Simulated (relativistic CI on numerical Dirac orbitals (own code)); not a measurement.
# Ions with 24 electrons, Gd40+ to Bi59+

Calculated at this level of theory: Dirac-Coulomb-Breit CI, separate exchange-only KLI orbitals for each configuration, model QED, unscaled Slater integrals (own radial code, finite nucleus).

Configurations in the expansion (outside the closed core [Ne]): 3s2 3p6 3d6, 3s2 3p6 3d5 4s, 3s2 3p5 3d7, 3s 3p6 3d7, 3s2 3p6 3d5 4p, 3p6 3d8, 3p5 3d9. Double excitations out of closed p, d and f shells are left out; levels of such configurations are missing from the list, as are those of other unlisted configurations, and high levels can miss mixing partners.

Energies above each ion's lowest level, in eV. Levels are followed by their leading LS label, which can pass from one level to another where the coupling changes.

```csv
Ion,3s2 3p6 3d6 5D_4,3s2 3p6 3d6 3P_2,3s2 3p6 3d6 3P_0,3s2 3p6 3d6 5D_3,3s2 3p6 3d6 5D_1
Gd40+,0,6.4614,19.387,28.115,32.171
Tb41+,0,6.6243,20.179,30.729,34.901
Dy42+,35.87,6.7905,20.967,33.511,37.798
Ho43+,38.69,6.9599,21.749,36.467,40.868
Er44+,41.695,7.1323,22.527,39.602,44.118
Tm45+,44.891,7.3076,23.301,42.923,47.555
Yb46+,48.284,7.4855,24.07,46.437,51.184
Lu47+,51.882,7.6661,24.834,50.15,55.013
Hf48+,55.689,7.8491,25.595,54.069,59.049
Ta49+,59.713,8.0345,26.352,58.202,63.299
W50+,63.962,8.222,27.106,62.555,67.769
Re51+,68.442,8.4117,27.857,67.136,72.469
Os52+,73.16,8.6034,28.604,71.954,77.404
Ir53+,78.124,8.7971,29.35,77.014,82.584
Pt54+,83.343,8.9926,30.093,82.326,88.016
Au55+,88.823,9.1899,30.834,87.898,93.709
Hg56+,94.573,9.389,31.574,93.738,99.67
Tl57+,100.6,9.5899,32.312,99.855,105.91
Pb58+,106.92,9.7924,33.049,106.26,112.43
Bi59+,113.53,9.9965,33.785,112.95,119.25
```

The lowest level keeps the configuration 3s2 3p6 3d6 and J = 4 throughout.

Between Z = 80 and 83 the energy of 3s2 3p6 3d6 5D_4 follows a local power law Z^5.0. For orientation: electrostatic splittings inside a shell grow about linearly with the screened charge, excitations that change n as its square, and fine structure as its fourth power; written in Z itself the exponents are larger, since the screened charge grows faster in proportion.
